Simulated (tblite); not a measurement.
C4H11PSi.
SMILES with atom numbers: `[CH3:1][CH2:2][C@@H:3]1[CH2:4][P:5]1[SiH3:6]` (hydrogens: H7, H8, H9 on C1; H10, H11 on C2; H12 on C3; H13, H14 on C4; H15, H16, H17 on Si6)

Cartesian coordinates in Å at the GFN2-xTB level; atoms count from 1:
```
atom  x, y, z in Å
C1    -1.6642    1.1001   -0.7592
C2    -1.1393    0.2403    0.3842
C3    -0.5335   -1.0459   -0.1204
C4     0.4384   -1.8240    0.7092
P5     1.1672   -1.1603   -0.8586
Si6    2.2091    0.6780   -0.1042
H7    -2.0789    2.0315   -0.3811
H8    -2.4425    0.5715   -1.3052
H9    -0.8586    1.3309   -1.4538
H10   -0.3983    0.8025    0.9577
H11   -1.9646   -0.0097    1.0599
H12   -1.2502   -1.6552   -0.6687
H13    0.3138   -2.8988    0.7577
H14    0.7684   -1.3864    1.6425
H15    2.3125    0.7266    1.3600
H16    1.5621    1.9131   -0.5536
H17    3.5518    0.5981   -0.6763
```

Calculated harmonic vibrations of the isolated species, GFN2-xTB (tblite), most abundant isotopes, no scaling. Errors from tens to a few hundred cm⁻¹ against measured bands are possible. Modes of hydrogen on silicon can be 10 to 20 % off. One conformer, not necessarily the lowest.

Harmonic wavenumbers (cm⁻¹): 94.9, 109.7, 142.8, 164.3, 204.8, 247.5, 358.2, 427.4, 453.0, 487.9, 529.8, 640.5, 685.8, 761.8, 785.1, 797.7, 827.1, 838.9, 873.5, 952.6, 996.4, 1021.0, 1066.7, 1098.2, 1146.7, 1195.5, 1241.8, 1295.5, 1355.4, 1412.4, 1422.6, 1478.1, 1496.0, 1503.4, 2204.2, 2239.6, 2272.6, 2931.6, 2967.6, 2978.1, 3026.2, 3034.2, 3034.8, 3038.4, 3046.3.

A = 2783, B = 1786, C = 1341 MHz; mass 118.037 u (most abundant isotopes); point group C1, symmetry number 1.

Problem. What is the zero-point energy?

Solution. Half the sum of the wavenumbers: 29443 cm⁻¹ = 84.18 kcal/mol.

Problem. Entropy at 500 K, 1 bar (ideal gas, RRHO, classical rotation)?

Solution. Translation 42.81, rotation 29.81, vibration 40.50: S = 113.1 cal/(mol K).

Problem. And Cp and H(500 K) − H(0)?

Solution. Cp = 51.02 cal/(mol K), of which vibrations give 43.07 (their classical limit is 45 R = 89.4); H(500 K) − H(0) = 14.94 kcal/mol without the zero-point energy, 10.96 from vibrations.

Problem. How do the functions run with temperature in this model?

Solution. 
```
 T (K)  S (cal/(mol K))  Cp (cal/(mol K))  H − H(0) (kcal/mol)  G − H(0) (kcal/mol)  ln q(vib)
    50             55.5              11.2                 0.44                -2.33       0.14
   100             65.0              16.5                 1.14                -5.36       0.86
298.15             91.1              34.7                 6.19               -20.96       4.91
373.15             99.6              41.4                 9.05               -28.12       6.54
   750            136.5              64.5                29.50               -72.91      14.76
  1000            156.4              73.4                46.80              -109.59      19.83
```

q(vib) and H(0) count from the zero-point level.

Problem. What must be added to the electronic energy to get the Gibbs energy at 500 K and 1 bar?

Solution. ZPE + [H(500 K) − H(0)] − T·S = 84.18 + 14.94 − 56.56 = 42.56 kcal/mol.

Hindered rotation and anharmonicity are outside this model. Other conformers, if any are populated, would add a mixing term that is left out. The structure is chiral; the term R ln 2 for an equal mix with its mirror image is left out.

On Arm Neoverse V1, one thread, shared host with 32 logical CPUs at a one-minute load of 11, this took 0.57 s. This covers the Hessian and the dipole derivatives.
